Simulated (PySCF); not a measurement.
Checking a proposed structure

A compound C5H12OSi2 gives the data below (simulated from a calculation) and was assigned the structure `CC(C)O[SiH2]C#C[SiH3]`.

$^{13}$C{$^{1}$H} NMR (computed): δ 164.3 (C), 141.6 (CH), 124.3 (CH2), 99.3 (CH2), -7.2 (CH2).

$^{1}$H NMR (600 MHz, computed): δ 6.20 (m, 1H), 6.03 (m, 1H), 5.51 (m, 1H), 5.18 (t, 2H), 4.74 (br s, 1H), 4.43 (br s, 1H), 4.05 (t, 3H), -0.11 (m, 2H).

- shielding tensors at PBE0/pcSseg-1 (GIAO)
- geometry: PBE0-D3(BJ)/def2-SVP
- run in PySCF
- in vacuum, a single conformation, one averaged value for each set of equivalent atoms, non-relativistic

Chemical shifts δ = σref − σ; $^{1}$H and $^{13}$C against TMS, all at this level.

Problem. Compare with the shifts computed for the proposed structure, pairing carbons in order of shift.

Solution. Atoms are numbered as in `[CH3:1][CH:2]([CH3:3])[O:4][SiH2:5][C:6]#[C:7][SiH3:8]`; H(Xn) means a hydrogen on atom n.

```tsv
atom	computed for proposal	given list	difference
C6	122.1	164.3	-42.2
C7	111.7	141.6	-29.9
C2	70.0	124.3	-54.3
C1	26.4	99.3	-72.9
C3	26.4	-7.2	+33.6
```

The rms difference is 49.1 ppm and the largest -72.9 ppm at C1 (methyl carbon). The proposal also would give 4 carbon signals, not 5. The carbon types in order of shift don't match either: C, C, CH, CH3, CH3 for the proposal against C, CH, CH2, CH2, CH2 in the data. The proposal doesn't fit.

Problem. Which isomer fits?

Solution. SMILES C(=C)C(=C)O[SiH2]C[SiH3].

Carbon types of the structure: 1 × C, 1 × CH, 3 × CH2, leaving 5 H on heteroatoms. δC 164.3: alkene carbon bearing oxygen; an sp2 carbon further deshielded by the attached heteroatom. δC 141.6: alkene CH; the olefinic region. δC 124.3: terminal =CH2 carbon; an sp2 carbon of a C=C bond. δC 99.3: β carbon of an enol-ether or enamine type C=C; the O or N lone pair pushes π density onto this β carbon and shields it.

The shifts were computed for this structure.

Shifts are as computed. Against solution values, carbons near 30 ppm lie about +2 ppm off and those near 130 ppm about +5 ppm. Of 1211 compounds with measured shifts, 218 miss one by over three times the rms of a fit or turn the order of signals round; such compounds aren't used in these exercises. Multiplicities follow the n + 1 count of equivalent neighbours, as no J values were calculated; m marks all less simple cases, F and P coupling included.
